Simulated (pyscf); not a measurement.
PySCF, gas phase, ωB97X-D3(BJ)/def2-SVP geometries.

**Question.** PBE/def2-TZVP puts the barrier of GeH₄ + Cl–SiH•–Cl -> GeH₃• + Cl–SiH₂–Cl (hydrogen abstraction; doublet surface; Ge–H broken, H–Si formed) at 1.6 kcal/mol and the reaction energy at -3.0 kcal/mol, from the separated reactants. What do r²SCAN/def2-TZVP, B3LYP-D3(BJ)/def2-TZVP, ωB97M-D3(BJ)/def2-TZVP give on the same structures?

**Answer.** r²SCAN: ΔE‡ = 2.4 kcal/mol, ΔE = -4.2 kcal/mol; B3LYP-D3(BJ): ΔE‡ = 2.0 kcal/mol, ΔE = -4.8 kcal/mol; ωB97M-D3(BJ): ΔE‡ = 4.1 kcal/mol, ΔE = -7.6 kcal/mol. PBE's barrier lies under all of them, by 0.4 to 2.5 kcal/mol. Its reaction energy lies over all of them, by 1.2 to 4.6 kcal/mol. One saddle was located; it need not be the lowest between these sides. The angle at the transferred H is 146°. Elements up to Kr have no core potential and no relativistic terms here.
